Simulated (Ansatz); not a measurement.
**Worked example: C3H5F + CH6F2Si2 → C2H2F2 + C2H9FSi2**

Gas-phase species: C3H5F `C/C=C/F`, singlet; CH6F2Si2 `F[SiH2]C[SiH2]F`, singlet; C2H2F2 (1,2-difluoroethene) `F/C=C/F`, singlet; C2H9FSi2 `C[SiH2]C[SiH2]F`, singlet. The partners trade CH3 for F: C–CH3 and Si–F bonds give way to C–F and Si–CH3.

Shapes, held fixed at every level: PBE0-D4/def2-TZVP. Flexible molecules stand in one conformer, not always the lowest. Programs: Ansatz 0.2.0. Electronic energies: no zero-point or thermal term.

At CCSD(T)/CBS estimate; 1 Eh = 2625.50 kJ/mol:

| species | energy (Eh) |
| --- | --- |
| C3H5F | -216.928090 |
| CH6F2Si2 | -819.548691 |
| C2H2F2 | -276.836386 |
| C2H9FSi2 | -759.562480 |

Question: Work out ΔE of the reaction at this level.

Answer: 
1. Products less reactants: (-276.836386) + (-759.562480) − [(-216.928090) + (-819.548691)] = 0.077915 Eh = +204.6 kJ/mol.

Other levels give +179.4 (PBE-D4/def2-TZVPP) to +210.0 kJ/mol (MP2/def2-TZVPP). No measured value is set beside it here. The CBS estimate extrapolates MP2 from def2-TZVPP and def2-QZVPP and adds CCSD(T) − MP2 in the triple-zeta set, cores frozen. The median of the other correlated levels is +192.4 kJ/mol.
